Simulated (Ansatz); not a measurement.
```yaml
crystal:
  periodic: [false, false, false]
  atoms:
    - {symbol: C, position_ang: [-0.023139, 2.479640, 1.104520]}
    - {symbol: C, position_ang: [0.664698, 1.139382, 1.371894]}
    - {symbol: Mg, position_ang: [0.203834, -0.426504, 0.066174]}
    - {symbol: O, position_ang: [-0.181583, -1.755611, -1.034778]}
    - {symbol: C, position_ang: [-0.483214, -2.787205, -1.892394]}
    - {symbol: H, position_ang: [-1.113331, 2.399500, 1.153308]}
    - {symbol: H, position_ang: [0.217756, 2.875133, 0.113120]}
    - {symbol: H, position_ang: [0.267482, 3.250203, 1.828758]}
    - {symbol: H, position_ang: [1.753475, 1.273563, 1.358828]}
    - {symbol: H, position_ang: [0.433932, 0.802052, 2.390013]}
    - {symbol: H, position_ang: [0.070556, -3.704250, -1.641462]}
    - {symbol: H, position_ang: [-1.553366, -3.041705, -1.867467]}
    - {symbol: H, position_ang: [-0.236601, -2.538800, -2.935512]}
basis:
  gaussian: {orbitals: pcseg-2}
magnetization: {spin_polarized: true, initial_magnetization: 3}
hamiltonian: {xc: {name: HF}}
correlation: {method: rpa}
scf: {lower_state_search: full}
```

```sh
$ ansatz run in.yaml --threads 4 --pin off --events-out ev --progress --plain --max-ram 10444MiB
```

(1) How does Ansatz answer? (An estimate is asked.)

Answers

(1) Computed: The program refused the input.
```
Error: a molecule whose nuclei and cores have a total charge of 46 cannot have a net charge of 0 together with 3 unpaired electrons
```
